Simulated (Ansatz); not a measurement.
This geometry of CH4BClN2 (9 atoms, charge 0, multiplicity 1) is a first-order saddle point.

Computed with RKS PBE/def2-SVPD in Ansatz.

```xyz
9
Properties=species:S:1:pos:R:3
N 0.013 -0.268 1.730
C 0.717 0.245 0.851
N 0.436 0.274 -0.548
B -0.667 -0.172 -1.319
Cl -2.096 -0.960 -0.632
H -0.555 -0.644 2.461
H 1.699 0.762 1.041
H 1.183 0.724 -1.084
H -0.642 -0.005 -2.516
```

**Question.** Which two structures does it join? (They come from a converged band through this point; their orientation in space is the band's.)

**Answer.** No bond is made or broken. The dihedral H6–N1–C2–N3 changes from -180 to 0° by way of a nearly straight angle H6–N1–C2 (up to 178°), not by a turn about the bond.

First end point:

```xyz
9
Properties=species:S:1:pos:R:3
N -0.229 -0.391 1.664
C 0.573 0.190 0.857
N 0.356 0.267 -0.527
B -0.683 -0.197 -1.383
Cl -2.104 -1.076 -0.833
H 0.123 -0.328 2.627
H 1.520 0.692 1.157
H 1.105 0.762 -1.013
H -0.573 0.035 -2.565
```

Last end point:

```xyz
9
Properties=species:S:1:pos:R:3
N 0.129 -0.216 1.898
C 0.765 0.291 0.917
N 0.433 0.301 -0.460
B -0.657 -0.209 -1.204
Cl -2.014 -1.084 -0.462
H -0.747 -0.673 1.604
H 1.724 0.809 1.115
H 1.135 0.782 -1.026
H -0.679 -0.049 -2.400
```

**Question.** How far does it lie above each of them?

**Answer.** 87.8 kJ/mol above the first and 93.7 kJ/mol above the second. This is the barrier of this one path; another mechanism may lie lower.

Run time: 3.5 min on 2 threads of Intel(R) Xeon(R) Platinum 8275CL CPU @ 3.00GHz (Skylake/Cascade Lake), on a shared host, peak memory 0.19 GiB.
